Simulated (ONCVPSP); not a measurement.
**What the settings do to the ONCV potential of Be (Z = 4)**

Base potential:

* Element: beryllium (Be)
* Generator: ONCVPSP 4.0.1
* Type: optimised norm-conserving Vanderbilt (ONCV)
* Functional: PBE
* Relativity: scalar-relativistic
* Frozen core: none
* Valence charge: 4
* Reference configuration: 1s2 2s1 (charge +1)
* Partial waves: 1s+2s: rc 0.80 bohr, ncon 4, nbas 7, qcut 16.1 1/bohr, 2 projectors; p scattering state at 0.39 Ha: rc 0.85 bohr, ncon 4, nbas 7, qcut 11 1/bohr, 1 projector; d scattering state at 0.1 Ha: rc 0.70 bohr, ncon 4, nbas 8, qcut 12 1/bohr, 2 projectors, debl 2 Ha
* Local potential: polynomial inside 0.65 bohr (lpopt 5, dvloc0 0 Ha)
* Core correction: none

Cutoffs, loose and tight: the cutoffs (Ha) at which the residual kinetic energy of the hardest occupied pseudo-wave falls to 1 and 0.1 mHa per electron. They do not see the model core or the augmentation charge, which bear on the density cutoff. Test errors are all-electron minus pseudo excitation energies from the reference, over the configurations 1s2 2s2; 1s2 2s0; 1s2 2s1.5; 1s1 2s2. A dash means not determined; rows that change the core or the reference have their own tests.

```csv
change,outcome,"cutoff, loose","cutoff, tight",bound ghosts,GHOST(+) flags above zero,largest test error (meV)
base,generated,91 Ha,107 Ha,none,none,+925
"local potential polynomial inside 0.45 bohr (lpopt 5, dvloc0 6 Ha)",generated,91 Ha,107 Ha,none,none,+925
"p: rc 0.6; local potential polynomial inside 0.60 bohr (lpopt 5, dvloc0 0 Ha)",generated,91 Ha,107 Ha,none,none,+925
"all radii scaled by about 1.08 (s 0.86, p 0.92, d 0.76 bohr); local potential polynomial inside 0.70 bohr (lpopt 5, dvloc0 0 Ha)",generated,85 Ha,100 Ha,none,none,+1094
p: rc 1.04,generated,91 Ha,107 Ha,none,none,+925
fully relativistic,generated,91 Ha,106 Ha,none,none,+931
```

Task: What comes out with this change to the base: s: qcut 23.9?

Result: outcome: generated; cutoff, loose: 114 Ha; cutoff, tight: 137 Ha; bound ghosts: none; GHOST(+) flags above zero: none; largest test error (meV): +650.

Task: What comes out with this change to the base: s: qcut 16.9; p: qcut 11.5; d: qcut 12.6?

Result: outcome: generated; cutoff, loose: 95 Ha; cutoff, tight: 112 Ha; bound ghosts: none; GHOST(+) flags above zero: none; largest test error (meV): +868.
